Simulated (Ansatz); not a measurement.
Geometry optimisation, Ansatz, RKS CAM-B3LYP-D4/6-31G.

Input file:

```yaml
crystal:
  periodic: [false, false, false]
  atoms:
    - { symbol: B, position_ang: [0.0, 0.0, 0.0] }
    - { symbol: "N", position_ang: [0.0, 0.0, 1.55] }
    - { symbol: H, position_ang: [-0.877, -0.2713, 2.08] }
    - { symbol: H, position_ang: [0.877, 0.2713, 2.08] }
    - { symbol: C, position_ang: [1.3856, 0.0, -0.8] }
    - { symbol: H, position_ang: [1.7152, -1.0462, -0.9702] }
    - { symbol: H, position_ang: [1.2491, 0.508, -1.7774] }
    - { symbol: H, position_ang: [2.1552, 0.5381, -0.2082] }
    - { symbol: Cl, position_ang: [-1.6108, 0.0, -0.93] }
basis:
  gaussian: { orbitals: "6-31G" }
hamiltonian:
  xc: cam_b3lyp
  dispersion: d4
relax:
  f_tol: 0.02
  max_steps: 40
```

Launched with:

```bash
$ ansatz run input.yaml --threads 1 --pin off --max-ram 2048MiB --backend cpu --events-out ev --progress --plain --runs-dir out
```

Q: Where does it end, and by what steps?

A: The run converged. The force dipped under the threshold on the way, but the program's further checks kept it going. Limits of this set-up: no polarisation functions. After 8 steps the energy has fallen by 0.714 eV; Cl9 moved furthest, 0.43 Å.

| step | energy less start (eV) | largest force component (eV/Å) | accepted |
| --- | --- | --- | --- |
| 0 | 0.0000 | 3.665 | yes |
| 1 | -0.5955 | 1.644 | yes |
| 2 | -0.6581 | 0.942 | yes |
| 3 | -0.7007 | 0.191 | yes |
| 4 | -0.6829 | 0.745 | no |
| 5 | -0.7126 | 0.045 | yes |
| 6 | -0.7141 | 0.017 | yes |
| 7 | -0.7141 | 0.064 | yes |
| 8 | -0.7144 | 0.011 | yes |

```xyz
9
Properties=species:S:1:pos:R:3
B 0.059 -0.071 0.081
N -0.019 0.085 1.459
H -0.887 0.027 1.971
H 0.799 0.266 2.021
C 1.373 0.011 -0.757
H 1.548 -0.929 -1.292
H 1.296 0.793 -1.521
H 2.253 0.222 -0.140
Cl -1.528 -0.403 -0.797
```

Whether the end is a true minimum wasn't checked by a vibrational analysis.

Run time: 30 s on 1 thread of Arm Neoverse V1 (shared host), peak memory 0.15 GiB.
